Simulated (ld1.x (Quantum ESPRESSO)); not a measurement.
## O: PAW pseudisation with LDA (PZ), fully relativistic reference atom.

The input file (ld1.x (Quantum ESPRESSO) 7.5):

```
&input
   title='O', zed=8., rel=2, dft='PZ', iswitch=3,
   config='[He] 2s2 2p4', rel_dist='average',
   nld=3, rlderiv=1.35, eminld=-4.0, emaxld=5.0, deld=0.02
 /
 &inputp
   pseudotype=3, lpaw=.true., tm=.true., lloc=-1, rcloc=0.85,
   nlcc=.true., new_core_ps=.true., rcore=0.70,
   which_augfun='BESSEL', rmatch_augfun=0.65,
   file_pseudopw='O.UPF', file_wfcaegen='ae.wfc', file_wfcncgen='nc.wfc', file_beta='beta', file_chi='chi', file_wfcusgen='us.wfc'
 /
4
2S  1  0   2.00   0.00  0.65  0.70  0.0
2S  1  0   0.00   0.60  0.65  0.70  0.0
2P  2  1   4.00   0.00  0.95  1.25  0.0
2P  2  1   0.00  -0.25  0.95  1.25  0.0
 &test
   configts(1)='2s2 2p4'
 /
```

Command:

```bash
ld1.x < O.in > O.out
```

Resulting log (shortened: banner, matrices, multipoles, cross overlaps and the repeated all-electron block are left out):

```
Program LD1 v.7.5
     --------------------------- All-electron run ----------------------------

     O
     dirac relativistic calculation

     atomic number is  8.00
     dft =PZ   lsd =0 sic =0 latt =0  beta=0.20 tr2=1.0E-14
     Exchange-correlation= PZ
                           (   1   1   0   0   0   0   0)
     mesh =1095 r(mesh) =  99.04343 a.u. xmin = -7.00 dx = 0.01250
     1 Ry =  13.60569312 eV, c = 137.03599908

     n l j   nl                  e(Ry)          e(Ha)          e(eV)
     Spin orbit split results
     1 0 0.5 1S 1( 2.00)       -37.5486       -18.7743      -510.8745
     2 0 0.5 2S 1( 2.00)        -1.7458        -0.8729       -23.7524
     2 1 0.5 2P 1( 1.33)        -0.6778        -0.3389        -9.2225
     2 1 1.5 2P 1( 2.67)        -0.6751        -0.3376        -9.1856
     Averaged results
     1 0     1S 1( 2.00)       -37.5486       -18.7743      -510.8745
     2 0     2S 1( 2.00)        -1.7458        -0.8729       -23.7524
     2 1     2P 1( 4.00)        -0.6760        -0.3380        -9.1979

     final scf error:  3.2E-15 reached in  28 iterations

     Etot =    -149.049958 Ry,     -74.524979 Ha,   -2027.927983 eV

     Ekin =     148.559484 Ry,      74.279742 Ha,    2021.254748 eV
     Encl =    -354.767802 Ry,    -177.383901 Ha,   -4826.861843 eV
     Eh   =      72.699902 Ry,      36.349951 Ha,     989.132556 eV
     Exc  =     -15.541541 Ry,      -7.770771 Ha,    -211.453444 eV

     normalization and overlap integrals

     s(1S/1S) =  1.000000  <r> =   0.2007  <r2> =    0.0544  r(max) =   0.1298
     s(2S/2S) =  1.000000  <r> =   1.1472  <r2> =    1.6045  r(max) =   0.8786
     s(2P/2P) =  1.000000  <r> =   1.2631  <r2> =    2.1268  r(max) =   0.8151
     s(2P/2P) =  1.000000  <r> =   1.2653  <r2> =    2.1344  r(max) =   0.8151

     ------------------------ End of All-electron run ------------------------

     --------------------- Generating PAW atomic setup --------------------

      Generating local potential from pseudized AE potential:
      Matching radius rcloc =   0.8500

      Local pseudo, rcloc= 0.857 Estimated cut-off energy=    32.97 Ry

      Computing core charge for nlcc:

       r > 0.70 : true rho core
      Core charge pseudized with two Bessel functions
      Integrated core pseudo-charge :   0.20

     Fully relativistic calculation: |psi|^2

     Wfc 2S LC norm =  0.99991477 SC norm =  0.00007898 missing  0.00000626
     Speed at rcutus      2.190 a.u.,  v/c =  0.015983,  (v/c)^2 =  0.00025545

     Wfc 2P LC norm =  0.99993195 SC norm =  0.00006777 missing  0.00000029
     Speed at rcutus      0.947 a.u.,  v/c =  0.006911,  (v/c)^2 =  0.00004777

     Wfc 2P LC norm =  0.99993212 SC norm =  0.00005772 missing  0.00001016
     Speed at rcutus      0.948 a.u.,  v/c =  0.006918,  (v/c)^2 =  0.00004786
      Wfc-us  2S rcutus= 0.702  Estimated cut-off energy=    85.68 Ry
      Wfc-us  2S rcutus= 0.702  Estimated cut-off energy=    88.94 Ry
      Wfc-us  2P rcutus= 1.247  Estimated cut-off energy=    49.79 Ry
      Wfc-us  2P rcutus= 1.247  Estimated cut-off energy=    49.79 Ry
      Wfc-us  2P rcutus= 1.247  Estimated cut-off energy=    51.46 Ry
      Wfc-us  2P rcutus= 1.247  Estimated cut-off energy=    51.44 Ry

     Required augmentation: BESSEL   radius:    0.650000
     Suggested rho cutoff for augmentation: 128.62 Ry

     Estimated PAW energy =  -40.163631 Ryd

     ------------------- End of pseudopotential generation -------------------

     Computing logarithmic derivative in   1.35233
     Computing logarithmic derivative in   1.35233
     Computing the partial wave expansion
     R is outside the sphere for l=    0 j= 0.50
     R is outside the sphere for l=    0 j= 0.50
     R is outside the sphere for l=    1 j= 0.50
     R is outside the sphere for l=    1 j= 0.50
     R is outside the sphere for l=    1 j= 1.50
     R is outside the sphere for l=    1 j= 1.50

     ---------------------- Testing the pseudopotential ----------------------

     O
     dirac relativistic calculation

     atomic number is  8.00   valence charge is  6.00
     dft = SLA  PZ   NOGX NOGC   lsd =0 sic =0 latt =0  beta=0.20 tr2=1.0E-14
     mesh =1095 r(mesh) =  99.04343 xmin = -7.00 dx = 0.01250

     n l  j  nl             e AE (Ry)       e PS (Ry)    De AE-PS (Ry)
     1 0 0.5 2S   1( 2.00)       -1.74577       -1.74581        0.00004
     2 1 0.5 2P   1( 1.33)       -0.67784       -0.67784       -0.00000
     2 1 1.5 2P   1( 2.67)       -0.67513       -0.67514        0.00001

     eps = 5.2E-17  iter =  4

     Etot =    -149.049958 Ry,     -74.524979 Ha,   -2027.927983 eV
     Etotps =   -40.163712 Ry,     -20.081856 Ha,    -546.455135 eV

     Ekin =      33.251487 Ry,      16.625744 Ha,     452.409528 eV
     Encl =     -85.179245 Ry,     -42.589623 Ha,   -1158.922670 eV
     Ehrt =      27.305613 Ry,      13.652807 Ha,     371.511792 eV
     Ecxc =     -15.541567 Ry,      -7.770783 Ha,    -211.453785 eV
     (Ecc =      -0.216160 Ry,      -0.108080 Ha,      -2.941006 eV)

     ---------------------- End of pseudopotential test ----------------------
```

Generation and configuration tests took about 1.5 s on one core of a shared server CPU.

Transferability test of the new file with ld1.x, input:

```
&input
   title='O', zed=8., rel=2, dft='PZ', iswitch=2,
   config='[He] 2s2 2p4', rel_dist='average'
 /
 &test
   file_pseudo='O.UPF', nconf=8,
   configts(1)='2s2 2p4',
   configts(2)='2s2 2p3',
   configts(3)='2s2 2p2',
   configts(4)='2s2 2p1',
   configts(5)='2s1 2p4',
   configts(6)='2s2 2p3.5',
   configts(7)='2s1 2p5',
   configts(8)='2s2 2p4.3'
 /
```

```bash
ld1.x < O.test.in > O.test.out
```

Pseudopotential blocks of its output, shortened (energy terms left out):

```
     ---------------------- Testing the pseudopotential ----------------------

     n l  j  nl             e AE (Ry)       e PS (Ry)    De AE-PS (Ry)
     1 0 0.5 2S   1( 2.00)       -1.74577       -1.74581        0.00004
     2 1 0.5 2P   1( 1.33)       -0.67784       -0.67784       -0.00000
     2 1 1.5 2P   1( 2.67)       -0.67513       -0.67514        0.00001

     eps = 5.2E-17  iter =  4

     Etot =    -149.049958 Ry,     -74.524979 Ha,   -2027.927983 eV
     Etotps =   -40.163712 Ry,     -20.081856 Ha,    -546.455135 eV

     ---------------------- End of pseudopotential test ----------------------

          ---------------------- Testing the pseudopotential ----------------------

     n l  j  nl             e AE (Ry)       e PS (Ry)    De AE-PS (Ry)
     1 0 0.5 2S   1( 2.00)       -2.89552       -2.89564        0.00012
     2 1 0.5 2P   1( 1.00)       -1.80923       -1.80943        0.00020
     2 1 1.5 2P   1( 2.00)       -1.80597       -1.80618        0.00021

     eps = 2.9E-15  iter =  9

     Etot =    -147.831091 Ry,     -73.915546 Ha,   -2011.344460 eV
     Etotps =   -38.944778 Ry,     -19.472389 Ha,    -529.870696 eV
     dEtot_ae =       1.218866 Ry
     dEtot_ps =       1.218934 Ry,   Delta E=      -0.000067 Ry

     ---------------------- End of pseudopotential test ----------------------

          ---------------------- Testing the pseudopotential ----------------------

     n l  j  nl             e AE (Ry)       e PS (Ry)    De AE-PS (Ry)
     1 0 0.5 2S   1( 2.00)       -4.26408       -4.26470        0.00063
     2 1 0.5 2P   1( 0.67)       -3.18870       -3.18940        0.00070
     2 1 1.5 2P   1( 1.33)       -3.18480       -3.18551        0.00071

     eps = 5.0E-15  iter =  7

     Etot =    -145.353574 Ry,     -72.676787 Ha,   -1977.636122 eV
     Etotps =   -36.466829 Ry,     -18.233414 Ha,    -496.156483 eV
     dEtot_ae =       3.696384 Ry
     dEtot_ps =       3.696883 Ry,   Delta E=      -0.000499 Ry

     ---------------------- End of pseudopotential test ----------------------

          ---------------------- Testing the pseudopotential ----------------------

     n l  j  nl             e AE (Ry)       e PS (Ry)    De AE-PS (Ry)
     1 0 0.5 2S   1( 2.00)       -5.81375       -5.81537        0.00162
     2 1 0.5 2P   1( 0.33)       -4.78313       -4.78370        0.00057
     2 1 1.5 2P   1( 0.67)       -4.77850       -4.77907        0.00057

     eps = 5.8E-16  iter =  7

     Etot =    -141.387323 Ry,     -70.693661 Ha,   -1923.672523 eV
     Etotps =   -32.499809 Ry,     -16.249905 Ha,    -442.182434 eV
     dEtot_ae =       7.662635 Ry
     dEtot_ps =       7.663902 Ry,   Delta E=      -0.001267 Ry

     ---------------------- End of pseudopotential test ----------------------

          ---------------------- Testing the pseudopotential ----------------------

     n l  j  nl             e AE (Ry)       e PS (Ry)    De AE-PS (Ry)
     1 0 0.5 2S   1( 1.00)       -2.90589       -2.90559       -0.00030
     2 1 0.5 2P   1( 1.33)       -1.81530       -1.81523       -0.00007
     2 1 1.5 2P   1( 2.67)       -1.81207       -1.81201       -0.00005

     eps = 1.0E-14  iter =  7

     Etot =    -146.740488 Ry,     -73.370244 Ha,   -1996.506043 eV
     Etotps =   -37.854333 Ry,     -18.927166 Ha,    -515.034432 eV
     dEtot_ae =       2.309470 Ry
     dEtot_ps =       2.309379 Ry,   Delta E=       0.000091 Ry

     ---------------------- End of pseudopotential test ----------------------

          ---------------------- Testing the pseudopotential ----------------------

     n l  j  nl             e AE (Ry)       e PS (Ry)    De AE-PS (Ry)
     1 0 0.5 2S   1( 2.00)       -2.28984       -2.28989        0.00005
     2 1 0.5 2P   1( 1.17)       -1.20956       -1.20962        0.00006
     2 1 1.5 2P   1( 2.33)       -1.20659       -1.20665        0.00007

     eps = 1.8E-17  iter = 10

     Etot =    -148.582071 Ry,     -74.291036 Ha,   -2021.562067 eV
     Etotps =   -39.695816 Ry,     -19.847908 Ha,    -540.089085 eV
     dEtot_ae =       0.467886 Ry
     dEtot_ps =       0.467896 Ry,   Delta E=      -0.000010 Ry

     ---------------------- End of pseudopotential test ----------------------

          ---------------------- Testing the pseudopotential ----------------------

     n l  j  nl             e AE (Ry)       e PS (Ry)    De AE-PS (Ry)
     1 0 0.5 2S   1( 1.00)       -1.77952       -1.77941       -0.00011
     2 1 0.5 2P   1( 1.67)       -0.70722       -0.70712       -0.00010
     2 1 1.5 2P   1( 3.33)       -0.70450       -0.70441       -0.00009

     eps = 2.9E-15  iter =  7

     Etot =    -147.978037 Ry,     -73.989018 Ha,   -2013.343758 eV
     Etotps =   -39.091771 Ry,     -19.545886 Ha,    -531.870642 eV
     dEtot_ae =       1.071921 Ry
     dEtot_ps =       1.071940 Ry,   Delta E=      -0.000020 Ry

     ---------------------- End of pseudopotential test ----------------------

          ---------------------- Testing the pseudopotential ----------------------

     n l  j  nl             e AE (Ry)       e PS (Ry)    De AE-PS (Ry)
     1 0 0.5 2S   1( 2.00)       -1.45413       -1.45418        0.00005
     2 1 0.5 2P   1( 1.43)       -0.39591       -0.39591       -0.00001
     2 1 1.5 2P   1( 2.87)       -0.39336       -0.39336        0.00000

     eps = 5.4E-15  iter =  9

     Etot =    -149.209735 Ry,     -74.604868 Ha,   -2030.101867 eV
     Etotps =   -40.323489 Ry,     -20.161744 Ha,    -548.629011 eV
     dEtot_ae =      -0.159778 Ry
     dEtot_ps =      -0.159777 Ry,   Delta E=      -0.000001 Ry

     ---------------------- End of pseudopotential test ----------------------
```
